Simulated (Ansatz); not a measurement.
Basis-set extrapolation for ClF2H3OSi2 (`F[SiH](F)O[SiH2]Cl`) (PBE0-D4/def2-TZVP geometry, frozen core, Ansatz). Multiplicity 1, RHF reference.

|  | def2-TZVPP | def2-QZVPP |
| --- | --- | --- |
| HF | -1313.332226 | -1313.378254 |
| MP2 correlation | -1.148273 | -1.255484 |
| CCSD(T) correlation | -1.224358 | not run |

Energies in hartree. Use E(X) = E(∞) + A·exp(−7.88·√X) for Hartree–Fock and E(X) = E(∞) + B·X^(−2.97) for correlation, with X = 3 and 4, and add CCSD(T) minus MP2 of the smaller set to the MP2 limit.

Q: What is the CCSD(T) energy at the basis-set limit?

A: HF limit: -1313.378254 + (-0.046028) × 0.13774 = -1313.38459. MP2 limit: -1.255484 + (-0.107211) × 0.74074 = -1.33490. Higher-order term: -1.224358 − (-1.148273) = -0.07608. Total: -1314.79557 hartree, 6.50 eV below CCSD(T)/def2-TZVPP.
